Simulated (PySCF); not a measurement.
## 17O chemical shifts

- σ from GIAO-PBE0/pcSseg-1
- structure optimised with GFN2-xTB
- run in PySCF
- non-relativistic, no solvent, a single conformation, averaged over atoms made equivalent by symmetry, fast rotation or ring inversion

Shieldings were converted by a linear fit to measured shifts: 17O (scatter 10.7 ppm rms, 12.2 ppm with the 3 outliers that the fit left out vs liquid water, solution or neat liquid). Occasional misses reach two or three times the rms, and more in compound classes unlike the fitted ones.

(1) Give the 17O shifts of `COC(=O)C(C(F)(F)F)C(F)(F)F`, `O=S=O`, `COc1cnncc1C=O`, `c1cc(P2CCOCC2)co1`.

(2) Order these by 17O shift, lowest first.
A. C[C@@H]1C[P@@]1(=S)c1ccco1
B. C1COCOC1
C. O=S(=O)(Cl)Cl
D. O=S=O

## Answers

(1) 
```
                                                                             compound                environment  δ (ppm)
[CH3:1][O:2][C:3](=[O:4])[CH:5]([C:6]([F:7])([F:8])[F:9])[C:10]([F:11])([F:12])[F:13]  O4: ester carbonyl oxygen    380.6
[CH3:1][O:2][C:3](=[O:4])[CH:5]([C:6]([F:7])([F:8])[F:9])[C:10]([F:11])([F:12])[F:13]    O2: ester alkoxy oxygen    136.3
                                                                                O=S=O            S=O oxygen (×2)    582.4
                          [CH3:1][O:2][c:3]1[cH:4][n:5][n:6][cH:7][c:8]1[CH:9]=[O:10]       O10: aldehyde oxygen    597.5
                          [CH3:1][O:2][c:3]1[cH:4][n:5][n:6][cH:7][c:8]1[CH:9]=[O:10]           O2: ether oxygen     44.4
           [cH:1]1[cH:2][c:3]([P:4]2[CH2:5][CH2:6][O:7][CH2:8][CH2:9]2)[cH:10][o:11]1  O11: aromatic ring oxygen    239.0
           [cH:1]1[cH:2][c:3]([P:4]2[CH2:5][CH2:6][O:7][CH2:8][CH2:9]2)[cH:10][o:11]1           O7: ether oxygen      8.7
```

(2) B (31.1 ppm, ether oxygen), A (232.5 ppm, aromatic ring oxygen), C (331.9 ppm, S=O oxygen), D (582.4 ppm, S=O oxygen).
